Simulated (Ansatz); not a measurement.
Molecule: CH₃Si, charge 0, multiplicity 2. It need not be the lowest isomer of its formula. SMILES: C=[SiH]
Geometry: optimised at B3LYP-D3(BJ)/def2-TZVP (Ansatz, a first-principles code).

Parts of the frozen-core correlation energy in cc-pV(D+d)Z (Ansatz, hartree). Frozen orbitals: 6; correlated occupied orbitals by spin: 6 and 5; virtual: 40 and 41. Open shells are spin-unrestricted. Spin-orbit coupling is left out. Non-relativistic.

| term | value |
|---|---|
| reference (HF) | -328.45557 |
| MP2 opposite-spin | -0.15402 |
| MP2 same-spin | -0.04530 |
| CCSD correlation | -0.24281 |
| (T) | -0.00921 |
| CCSDT minus CCSD(T) | -0.00226 |
| T1 diagnostic | 0.067 |
| largest doubles amplitude | 0.157 |
| <S^2> of the reference | 1.193 |
